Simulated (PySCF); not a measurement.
Field gradients at the hydrogen positions

Compound: C7H10ClFO.
Geometry (GFN2-xTB, Å), atoms numbered from 1 in this order:
```xyz
20
C7H10ClFO angstrom
C      1.739   -0.268   -1.076
C      0.887    0.271    0.055
C      0.878   -0.523    1.370
F      1.532    0.093    2.408
C     -0.649   -0.429    1.432
C     -0.671    0.122   -0.013
C     -1.434    1.421   -0.224
C     -1.073   -0.949   -0.980
O     -1.260   -2.098   -0.750
Cl    -1.232   -0.375   -2.645
H      1.553    0.286   -1.993
H      2.791   -0.165   -0.819
H      1.531   -1.321   -1.257
H      1.143    1.313    0.252
H      1.280   -1.536    1.299
H     -0.979    0.304    2.164
H     -1.174   -1.368    1.584
H     -2.507    1.245   -0.173
H     -1.196    1.855   -1.191
H     -1.164    2.133    0.552
```

Level: PBE0/pcSseg-1 (PySCF, non-relativistic); Q(2H) = 0.00286 b; rigid geometry, the same for H and D, with no vibrational averaging.

Question: Rank these positions by the coupling χzz of a deuteron there, largest first.
A. H15 (methine hydrogen)
B. H14 (methine hydrogen)
C. H11 (methyl hydrogen)

Answer: C (210 kHz), B (201 kHz), A (196 kHz).

Give the electric field gradient Vzz (the principal value of largest size), its asymmetry and the 2H coupling at each hydrogen.

| atom | bonded to | bond length (Å) | Vzz (au) | η | χzz (kHz) |
| --- | --- | --- | --- | --- | --- |
| H11 | C1 | 1.087 | 0.3126 | 0.02 | 210 |
| H12 | C1 | 1.088 | 0.3137 | 0.02 | 211 |
| H13 | C1 | 1.088 | 0.3094 | 0.03 | 208 |
| H14 | C2 | 1.092 | 0.2995 | 0.03 | 201 |
| H15 | C3 | 1.093 | 0.2910 | 0.08 | 196 |
| H16 | C5 | 1.087 | 0.3126 | 0.02 | 210 |
| H17 | C5 | 1.087 | 0.3094 | 0.02 | 208 |
| H18 | C7 | 1.088 | 0.3126 | 0.03 | 210 |
| H19 | C7 | 1.086 | 0.3121 | 0.03 | 210 |
| H20 | C7 | 1.087 | 0.3137 | 0.03 | 211 |

Give the 2H NMR doublet splittings at H14 for a magnetic field along the z, y and x axes of the gradient: 3χ/2, 3χ(1 + η)/4, 3χ(1 − η)/4.

With |χ| = 201.3 kHz and η = 0.028: 302, 155 and 147 kHz, to first order and without motion.

Isolated species at its GFN2-xTB geometry (one conformer only). GFN2-xTB bond lengths can be off by several hundredths of an ångström, more for odd bonds, and the gradients follow them. A larger basis could move these couplings by a tenth or more.
